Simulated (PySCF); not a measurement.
Ga(F)(Br)(Me) (CH3BrFGa), SMILES [CH3][Ga]([F])[Br].

The structure is a stationary point at B3LYP-D3(BJ)/def2-SVP.

The numbers are results of PySCF with C-PCM-PBE0/def2-SVP, not measurements.

The values are the electrostatic part of the solvation free energy, E(continuum) − E(gas) at the gas-phase geometry, in a cavity of scaled van der Waals radii (PySCF's table); cavitation and dispersion terms are not included. A continuum can't describe solvent molecules that bind to the metal. In vacuum the orbital gap is 7.37 eV. The dipole moment in vacuum is 3.01 D.

Task: Estimate the values in water (ε = 78.36), tetrahydrofuran (ε = 7.43), acetonitrile (ε = 35.69). (Estimate from the structure and the level; the computed values follow.)

Result: 
```tsv
solvent	ε	ΔG(elec) (kcal/mol)	dipole (D)	gap (eV)
water	78.36	-6.6	3.74	7.84
tetrahydrofuran	7.43	-5.7	3.64	7.77
acetonitrile	35.69	-6.5	3.73	7.83
```
